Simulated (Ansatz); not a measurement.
Be₅⁻, 5 atoms. Hardware: 4 threads of Arm Neoverse V1 on a shared host.

Correlated methods freeze no core orbitals.

(1) How many basis functions does each of these Ansatz runs have, and roughly what does it cost? r2SCAN0/def2-TZVPD, charge -1 doublet, energy, from earlier orbitals; PBE/def2-TZVPD, charge -1 quartet, energy, from earlier orbitals; PBE0/def2-TZVPD, charge 0 singlet at the geometry of the charge -1 doublet, energy; BLYP/def2-TZVPD, charge -1 doublet, energy and forces, from earlier orbitals; PBE0/def2-TZVPD, charge -1 doublet, relaxation, 6 steps; PBE0/def2-TZVPD, charge -1 quartet, energy, from earlier orbitals; PBE/def2-SVPD, charge -1 doublet, energy, from earlier orbitals; r2SCAN/def2-TZVPD, charge 0 triplet at the geometry of the charge -1 doublet, energy, from earlier orbitals; CCSD(T)/def2-TZVPPD, charge -1 quartet, energy, from earlier orbitals; HF/def2-TZVPD, charge -1 doublet, energy, from earlier orbitals; B97M-V/def2-TZVPD, charge -1 quartet, energy, from earlier orbitals; PBE/def2-TZVPD, charge -1 doublet, energy, from earlier orbitals.

Answers

(1) Other jobs shared the machine, so times can vary by a factor of up to 3. A dash marks memory too small to be measured apart from the calling script's.

| run | functions | fitting or Cholesky vectors | wall time | peak host memory (GiB) |
| --- | --- | --- | --- | --- |
| PBE/def2-SVPD, charge -1 doublet, energy, from earlier orbitals | 60 | 760 | 0.8 s | – |
| PBE0/def2-TZVPD, charge 0 singlet at the geometry of the charge -1 doublet, energy | 110 | 785 | 0.9 s | – |
| HF/def2-TZVPD, charge -1 doublet, energy, from earlier orbitals | 110 | 840 | 0.9 s | – |
| PBE/def2-TZVPD, charge -1 quartet, energy, from earlier orbitals | 110 | 785 | 1.2 s | – |
| PBE/def2-TZVPD, charge -1 doublet, energy, from earlier orbitals | 110 | 785 | 1.2 s | – |
| BLYP/def2-TZVPD, charge -1 doublet, energy and forces, from earlier orbitals | 110 | 785 | 1.5 s | – |
| r2SCAN/def2-TZVPD, charge 0 triplet at the geometry of the charge -1 doublet, energy, from earlier orbitals | 110 | 785 | 2.5 s | – |
| PBE0/def2-TZVPD, charge -1 quartet, energy, from earlier orbitals | 110 | 785 | 2.8 s | – |
| B97M-V/def2-TZVPD, charge -1 quartet, energy, from earlier orbitals | 110 | 785 | 4.1 s | – |
| r2SCAN0/def2-TZVPD, charge -1 doublet, energy, from earlier orbitals | 110 | 785 | 5.5 s | – |
| PBE0/def2-TZVPD, charge -1 doublet, relaxation, 6 steps | 110 | 785 | 6.5 s | – |
| CCSD(T)/def2-TZVPPD, charge -1 quartet, energy, from earlier orbitals | 110 | 885 | 15 s | 1.1 |
